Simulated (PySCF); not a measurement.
C3H11NSi

The system: C3H11NSi, a small molecule; neutral, singlet. The structure, one conformer, was relaxed in the gas phase by PBE0-D3(BJ)/def2-SVP. No frequency run checks that it is a minimum.

SMILES: C[Si](C)(C)N

```xyz
16

C     0.315    1.461    1.029
Si   -0.122    0.011   -0.097
C    -0.504   -1.484    0.973
C     1.329   -0.322   -1.243
N    -1.519    0.285   -1.107
H    -0.509    1.689    1.724
H     1.210    1.240    1.634
H     0.523    2.374    0.447
H     0.351   -1.738    1.619
H    -0.740   -2.362    0.352
H    -1.368   -1.294    1.631
H     1.126   -1.187   -1.892
H     1.533    0.546   -1.890
H     2.246   -0.528   -0.669
H    -2.429    0.351   -0.662
H    -1.452    0.980   -1.843
```
(Å; atoms numbered from 1)

Shieldings: GIAO PBE0/pcSseg-1. Shifts are against computed references at the same level: C TMS (σ 184.4 ppm), H TMS (σ 31.27 ppm), Si TMS (σ 352.0 ppm). Core levels by delta-SCF with SCAN, pcX-2 on the ionised atom and pcseg-1 elsewhere, spin-free X2C (2p3/2 is the spin-free 2p value less a third of a first-order spin-orbit splitting); from the vacuum level, for chosen atoms.

(1) Give the NMR and core-level values of the distinct atoms.

(2) By CAM-B3LYP/def2-SVPD (TDDFT singlets, Tamm-Dancoff triplets, ionisation by delta-SCF), where does absorption start, and what does vertical ionisation take?

Results:

(1) 
```tsv
atoms	bonded to	σ (ppm)	δ (ppm)	core level (eV)
C1	1 Si + 3 H	180.2	4.2	1s 289.70
Si2	3 C + 1 N	347.3	4.7	2p3/2 106.04
C3 C4	1 Si + 3 H	184.6	-0.2	1s 289.80
N5	1 Si + 2 H	244.1	-	1s 404.19
H6 H7 H8	1 C	31.32	-0.05	-
H9 H10 H11	1 C	31.23	0.03	-
H12 H13 H14	1 C	31.23	0.04	-
H15 H16	1 N	31.41	-0.14	-
```

Values are those of this one static structure, with the three H of a rotating XH3 group averaged; atoms that internal rotation interchanges would show their mean in an NMR spectrum.

(2) The lowest singlet lies at 6.33 eV (f 0.053), the strongest of the first 6 at 8.04 eV (f 0.071), the lowest triplet at 6.01 eV; vertical ionisation takes 9.28 eV.
